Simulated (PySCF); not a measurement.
C₂H₁₂BNSi₂.
Bonds: C1–B2, B2–C3, B2–N4, N4–Si5, Si5–Si6. Hydrogens: H7, H8, H9 on C1; H10, H11, H12 on C3; H13 on N4; H14, H15 on Si5; H16, H17, H18 on Si6.

Level of theory: PBE0-D3(BJ)/def2-SVP geometry optimisation, gas phase (PySCF 2.14.0).

(1) List the bond lengths, angles and torsions at this level.

Answers

(1) 
| bond | length (Å) | order |
| --- | --- | --- |
| C1–B2, B2–C3 | 1.582 | single |
| B2–N4 | 1.417 | single |
| N4–Si5 | 1.761 | single |
| Si5–Si6 | 2.349 | single |
| C1–H7 and 5 like bonds | 1.103 | single |
| N4–H13 | 1.016 | single |
| Si5–H14, Si5–H15 | 1.496 | single |
| Si6–H16, Si6–H17, Si6–H18 | 1.497 | single |

Bonds in one row agree within 0.01 Å and their mean is given. Orders are formal, as drawn. A selection of angles:
| angle | degrees |
| --- | --- |
| B2–C1–H7 | 109.8 |
| B2–C1–H8 | 115.8 |
| H7–C1–H8 | 107.4 |
| H7–C1–H9 | 105.7 |
| C1–B2–C3 | 119.6 |
| C1–B2–N4 | 120.4 |
| B2–N4–Si5 | 128.1 |
| B2–N4–H13 | 116.4 |
| Si5–N4–H13 | 115.4 |
| N4–Si5–Si6 | 112.0 |
| N4–Si5–H14 | 106.6 |
| N4–Si5–H15 | 111.6 |
| Si6–Si5–H14 | 108.5 |
| Si6–Si5–H15 | 109.9 |
| H14–Si5–H15 | 108.0 |
| Si5–Si6–H16 | 110.3 |
| Si5–Si6–H18 | 111.4 |
| H16–Si6–H17 | 108.5 |
| H17–Si6–H18 | 108.4 |

Torsions: C1–B2–N4–Si5 2° (synperiplanar); B2–N4–Si5–Si6 68° (synclinal). The mirror-image conformer, all signs reversed, is as good.

N4 (silicon-bound nitrogen) is planar (angles 128.1°, 116.4° and 115.4°, sum 360.0°, 0.01 Å off the plane of its three neighbours). Of the pairs four or more bonds apart, Si5···H8 is among the closest relative to their van der Waals radii: 2.84 Å, 86 % of the sum of Bondi's values. Si5 (SiH2 silicon) is tetrahedral (angles from 106.6° to 112.0°). Si6 (SiH3 silicon) is tetrahedral (angles from 108.4° to 111.4°). B2 (three-coordinate boron) is planar (angles 120.4°, 119.9° and 119.6°, sum 360.0°, 0.00 Å off the plane of its three neighbours).

Point group: C1 (no symmetry element, even within 0.4 Å). Not checked by PBE0-D3(BJ)/def2-SVP frequencies. The numbers are those of one conformer.
